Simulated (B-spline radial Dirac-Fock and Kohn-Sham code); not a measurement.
# K-line shifts caused by a second vacancy in Tb³⁺

System: Tb³⁺ in the configuration [Xe] 4f7 6p1 (an excited configuration).

Model: Dirac-Fock energy differences between relaxed states, corrected for Breit and QED terms. Program: a B-spline atomic structure program. Each two-hole energy is an average over J within one jj subconfiguration, not an observable level; in light atoms, where LS coupling holds, the j-resolved values are not observed lines, and for a K spectator the Kα1 hypersatellite is nearly forbidden. Electron correlation is not included.

Lines without a spectator: Kα2 (K-L2) 43740.3 eV, Kα1 (K-L3) 44478.1 eV, Kβ3 (K-M2) 50222.7 eV, Kβ1 (K-M3) 50377.4 eV. Shifts in eV with one spectator hole (a dash: not computed, or left out as unreliable):

```tsv
spectator hole	Kα2	Kα1	Kβ3	Kβ1
K (1s)	+813.3	+859.3	+1047.7	+1058.2
L2 (2p1/2)	+98.4	+128.9	–	+256.5
L3 (2p3/2)	+82.8	+87.4	+207.0	–
M2 (3p1/2)	–	+18.62	+38.4	+45.7
M3 (3p3/2)	+11.49	–	+35.2	+35.1
M4 (3d3/2)	+3.49	+0.12	–	–
M5 (3d5/2)	-1.13	+2.05	–	–
```
